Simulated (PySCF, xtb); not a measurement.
VOCl₂, SMILES [O]=[V]([Cl])[Cl] (connectivity only; charge and spin as stated), neutral, multiplicity 2.

Harmonic wavenumbers (cm⁻¹) from xtb 6.7.1 with GFN2-xTB at its own minimum, in rising order: 60, 132, 178, 402, 513, 1031.

**Question.** What does PBE-D3(BJ)/def2-SVP (PySCF) give at its own minimum? (The exact figures need the calculation; the answer reports its results.)

**Answer.** 36, 115, 224, 379, 513, 1106. Paired by order, the mean absolute difference is 31 cm⁻¹ and the zero-point energies are 3.3 and 3.4 kcal/mol.
